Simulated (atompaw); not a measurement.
# lead: PAW (atompaw) pseudisation with LDA (PW92), scalar-relativistic reference atom.

| Property | Result |
| --- | --- |
| Element | lead |
| Generator | atompaw 4.2.0.5 |
| Type | PAW |
| Functional | LDA (PW92) |
| Relativity | scalar-relativistic |
| Frozen core | [Xe] 4f14 5d10 |
| Valence charge | 4 |
| Reference configuration | 6s2 6p2 |
| Partial waves | 6s (bound): rc 3.00 bohr; 6s channel at -0.3 Ry: rc 3.00 bohr; 6p (bound): rc 3.00 bohr; 6p channel at 5 Ry: rc 3.00 bohr; 6d channel at 0.35 Ry: rc 3.00 bohr |
| Local potential | bessel scheme, radius 2.10 bohr |
| Core correction | smooth core density matched at 2.00 bohr |
| Augmentation charge | besselshape compensation charge, radius 2.90 bohr; PAW radius 3.00 bohr; waves and projectors: custom polynom gramschmidtortho |

Q: Estimate the cutoffs (Ry, on a coarse ladder) from which the occupation-weighted sum of valence levels, in a spherical-Bessel basis at the reference potential, stays within 10 and 1 mRy of its value at 400 Ry.

A: 6 Ry and 6 Ry.

Q: Does the potential have ghost states?

A: No extra level below or beside the all-electron valence levels (s, p, d, f tested). The logarithmic derivative shows an extra or strongly shifted pseudo pole above the reference energy (d near 1.96 Ry).

Q: Is the overlap operator S = 1 + Σ q|β⟩⟨β| positive definite (Bessel basis up to 400 Ry)?

A: Yes: its lowest eigenvalue is 0.15 (s channel).
